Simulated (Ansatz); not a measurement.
Two structures of Si2H6Cl2O2, singlet, reached by relaxing down either side of one saddle point (PBE0-D4/def2-TZVP). Energies are electronic, without zero-point energy. Ansatz 0.2.0; basis: def2-TZVPP and def2-QZVPP; cores frozen in the correlated methods. Extrapolation: Hartree–Fock as exp(−7.88 √X), correlation as X^−2.97. First:

```csv
atom,x (Å),y (Å),z (Å)
Si1,-0.9934,-0.3161,-0.7484
Si2,0.3454,-1.2993,0.8889
Cl3,-1.0447,-1.4871,-2.4371
Cl4,-2.9343,-0.1697,-0.0849
O5,-0.4770,1.1828,-1.1831
H6,1.5256,2.0308,1.3329
O7,1.6978,1.4274,0.6069
H8,1.7397,-1.4530,0.4199
H9,-0.2698,-2.6461,1.0559
H10,0.2347,-0.5669,2.1713
H11,-0.9161,1.6071,-1.9249
H12,1.0921,1.6902,-0.0974
```

Second:

Si1  (-0.502, 1.041, -1.261)
Si2  (0.805, -1.836, 1.798)
Cl3  (0.047, -0.665, -2.203)
Cl4  (-1.726, 0.537, 0.299)
O5  (-1.297, 2.058, -2.242)
H6  (1.474, -0.711, 1.099)
O7  (0.857, 1.750, -0.753)
H8  (1.834, -2.752, 2.355)
H9  (-0.054, -2.582, 0.846)
H10  (-0.027, -1.307, 2.910)
H11  (-2.198, 1.844, -2.491)
H12  (0.788, 2.622, -0.358)
(Å)

Q: Which bonds change from the first to the second?

A: Si₂H₄Cl₂O ([OH][Si]([SiH3])([Cl])[Cl]) + H₂O → SiH₂Cl₂O₂ ([OH][Si]([OH])([Cl])[Cl]) + SiH₄; bonds formed: Si1–O7, Si2–H6; bonds broken: Si1–Si2, H6–O7.

Q: Give the saddle point's structure and its height above each. (Judge from chemistry; the value comes from the calculation.)

A: The calculation gives: 1.969 eV above the first and 2.951 eV above the second (CCSD(T) at an estimated basis limit (MP2 extrapolated from triple and quadruple zeta, plus CCSD(T) − MP2 in triple zeta)).
```xyz
12
angstrom
Si -0.3228 0.2902 -0.8364
Si 0.3626 -1.1665 1.3097
Cl 0.1190 -0.7473 -2.5399
Cl -2.1689 -0.6679 -0.3342
O -0.9342 1.8104 -0.9426
H 1.0300 0.2059 0.3422
O 1.3307 0.9799 -0.6071
H 1.7104 -1.2035 1.9584
H 0.1019 -2.4909 0.7056
H -0.6380 -0.7925 2.3346
H -1.8934 1.8510 -0.9544
H 1.3026 1.9313 -0.4359
```

T1 diagnostic: at most 0.013.

Labels in which every atom is bracketed show which atoms are joined, not bond orders.

For scale, one of the runs: CCSD(T)/def2-TZVPP, 314 basis functions, launched by `ansatz run in.yaml --threads 4 --pin off --events-out ev --progress --plain --max-ram 66560MiB --backend cuda --devices 0, --max-vram 37GiB`. The run took 13 s on 4 CPU threads of an AMD EPYC 7R13 and a share of one NVIDIA H100 (shared host), with 0.83 GiB of host memory at its peak.
